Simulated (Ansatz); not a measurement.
Calculated with Ansatz (gas phase, PBE0-D4/def2-TZVP geometries, no zero-point term in ΔE). CCSD(T)/CBS is the MP2 limit (def2-TZVPP, def2-QZVPP) plus CCSD(T) − MP2 in def2-TZVPP, frozen cores. This one scheme is used for every species. DFT in def2-TZVPP. B3LYP here is the variant with VWN-RPA as its local correlation; programs differ in this. HSE06 is defined as in plane-wave codes. def2 core potentials past Kr. For Sn outer-core shells are correlated without core-valence functions, which leaves a few kJ/mol of doubt a bond.

Consider the cleavage of the Si–Sn bond: `C[SiH](Cl)[SnH3]` + H–F → `C[SiH](F)Cl` + `[SnH4]`.

```
             level  ΔE (kJ/mol)  difference from CCSD(T)/CBS
            PBE-D4       -108.1                          9.6
         r2SCAN-D4       -129.7                        -12.0
            B97M-V       -145.4                        -27.7
          B3LYP-D4       -126.1                         -8.4
        r2SCANh-D4       -128.9                        -11.2
          HSE06-D4       -111.6                          6.1
          PBE-QIDH       -122.4                         -4.7
              PBE0       -118.2                         -0.5
             B3LYP       -136.3                        -18.6
           r2SCANh       -131.0                        -13.3
             HSE06       -117.5                          0.2
         CAM-B3LYP       -144.8                        -27.1
RPA@PBE/def2-TZVPP       -128.1                        -10.4
SCS-MP2/def2-TZVPP       -131.5                        -13.8
   CCSD/def2-TZVPP       -130.6                        -12.9
CCSD(T)/def2-TZVPP       -126.6                         -8.9
       CCSD(T)/CBS       -117.7                            0
```

Largest T1 diagnostic among the species: 0.013.

From PBE to PBE0 (25 % exact exchange), in def2-TZVPP and without D4, ΔE moves by −3.8 kJ/mol. In def2-TZVPP, CCSD(T) changes the Hartree–Fock value by +30.2 kJ/mol (the triples alone add +4.0 kJ/mol) and MP2 by +33.5 kJ/mol. Leaving LDA and LC-ωPBE aside and taking each functional with its dispersion term where it has one, the values, not all of them listed here, spread over 38.6 kJ/mol, from B97M-V to revPBE-D4.
